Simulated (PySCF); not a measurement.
A run for PySCF: R-M06-2X/6-31G* on AsBFH3O (SMILES OB(F)[AsH2]), a point of a torsion scan.

```python
from pyscf import gto, scf, dft, mp
from pyscf.data.elements import chemcore

mol = gto.M(
    atom='''
    O    -1.50695451    0.12839811   -0.52565664
    B    -0.61455955   -0.38224892    0.32597899
    F    -1.10335387   -1.34529280    1.10777620
    As    1.35928343    0.14395193    0.51973817
    H    -1.23972508    0.82920697   -1.11847377
    H     1.76229813   -0.87528441   -0.51113007
    H     1.60580356   -0.87177190    1.58989902
    ''',
    basis='6-31g*',
    cart=True,
    charge=0, spin=0, verbose=3, max_memory=1800)
mf = dft.RKS(mol, xc='m062x')
mf.conv_tol = 1e-8
mf.max_cycle = 100
mf.kernel()
if not mf.converged:
    mf = mf.newton().run(mf.mo_coeff, mf.mo_occ)
```

The log:

```
converged SCF energy = -2437.32851499771
```

The run converged.

Cost: about 12 core-seconds (a rough figure).
